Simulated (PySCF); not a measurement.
Two species compared at the same levels of theory.

First species: CH8F2N2Si2.
Geometry (GFN2-xTB, Å), atoms numbered from 1 in this order:
```
atom  x, y, z in Å
N1    -2.7493    1.1295   -0.3800
Si2   -1.8433   -0.3125   -0.1954
F3    -2.2825   -1.2204   -1.4507
N4    -0.1796    0.1359   -0.2769
Si5    1.1808   -0.9162   -0.1943
C6     2.7095    0.2337   -0.1011
F7     2.7303    1.0977   -1.1816
H8    -2.6145    1.8881    0.2662
H9    -3.7206    1.0513   -0.6321
H10   -2.0395   -1.1827    0.9503
H11   -0.0040    1.0414   -0.6855
H12    1.1157   -1.6800    1.0539
H13    1.3266   -1.7993   -1.3545
H14    3.6468   -0.3237   -0.1357
H15    2.7191    0.8653    0.7899
```

Second species: H₈O₂SSi₄.
InChI=1S/H8O2SSi4/c4-1-7-2-5-6-3-7/h7H,5-6H2,4H3/t7-/m1/s1

Levels: CAM-B3LYP/def2-SVPD for HOMO energy, LUMO energy, HOMO–LUMO gap and static isotropic polarisability; TDDFT CAM-B3LYP/def2-SVPD for lowest singlet excitation; TDA CAM-B3LYP/def2-SVPD for lowest triplet excitation (Tamm–Dancoff). Geometries: GFN2-xTB. Each species is one conformer at its optimised geometry, gas phase, non-relativistic unless stated. Electronic properties by PySCF.

Dipoles, sizes and rotational constants follow the conformer. The torsions of the flexible species, by atom-mapped SMILES:
- `[NH2:1][Si@@H:2]([F:3])[NH:4][SiH2:5][CH2:6][F:7]`: N1–Si2–N4–Si5 -178°, Si2–N4–Si5–C6 -172°, N4–Si5–C6–F7 -56°, H–N1–Si2–F3 -177°, H–N1–Si2–F3 44°

The conformers of `[SiH3]O[Si@@H]1O[SiH2][SiH2]S1` aren't listed.

Question: Which has the higher static isotropic polarisability?

Answer: The second: 121.8 au against 77.9 au, a difference of 43.9 au.

Question: Which of the two has the higher HOMO energy, and by how much?

Answer: The second: -8.70 eV against -9.28 eV, a difference of 0.58 eV.

Question: Which of the two has the higher T1 energy, and by how much?

Answer: The first: 6.59 eV against 5.20 eV, a difference of 1.39 eV.

Question: Which of the two has the higher S1 energy, and by how much?

Answer: The first: 6.98 eV against 5.47 eV, a difference of 1.51 eV.

Question: Which has the higher HOMO–LUMO gap?

Answer: The first: 10.26 eV against 8.56 eV, a difference of 1.70 eV.

Question: Which of the two has the higher LUMO energy, and by how much?

Answer: The first: 0.98 eV against -0.14 eV, a difference of 1.12 eV.

On the first: The polarisability is 11.54 Å³ as a volume (1 au = 0.148185 Å³), or 1.05 au for each of the 74 electrons. The vertical singlet–triplet gap S1 − T1 is 0.39 eV (TDDFT singlet less Tamm–Dancoff triplet; S1: HOMO→LUMO, weight 0.50; T1: HOMO−1→LUMO, weight 0.38, beside HOMO→LUMO, weight 0.33).

On the second: The 8 singlets span 5.47 to 7.23 eV, and their oscillator strengths add up to 0.15. The polarisability is 18.05 Å³ as a volume (1 au = 0.148185 Å³), or 1.27 au for each of the 96 electrons.
